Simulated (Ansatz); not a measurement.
C2H5BO, SMILES `BC(C)=O`, relaxed with RKS PBE0-D4/def2-TZVP in the Gaussian-basis code of Ansatz from a PBE-D4/def2-SVP geometry. The force threshold is 0.005 eV/Å; the program also tests the step.

Total charge 0; spin multiplicity 1.

Start:

```xyz
9

B    -0.717   -0.238    1.392
C    -0.186    0.125    0.001
C     0.785    0.049   -1.113
O    -1.237    0.812    0.005
H    -1.442   -1.208    1.505
H    -0.364    0.427    2.346
H     0.919   -1.013   -1.406
H     0.466    0.657   -1.983
H     1.776    0.390   -0.746
```

Q: By how much does the energy fall, and how many steps does the optimiser take? (An estimate is asked.)

A: The calculation gave: 1.00 kcal/mol, in 9 steps, 1 of them rejected.

Q: Which bonds change most? (Estimate.)

A: The calculation gave: B1–H5 from 1.216 to 1.194 Å; B1–H6 from 1.215 to 1.194 Å; C3–H8 from 1.108 to 1.091 Å.

Q: Give the relaxed structure. (Estimate.)

A: The calculation gave: 
```xyz
9

B    -0.726   -0.224    1.381
C    -0.170    0.107    0.004
C     0.785    0.050   -1.109
O    -1.220    0.768    0.025
H    -1.422   -1.187    1.500
H    -0.380    0.441    2.311
H     0.900   -0.993   -1.419
H     0.467    0.668   -1.949
H     1.765    0.371   -0.744
```
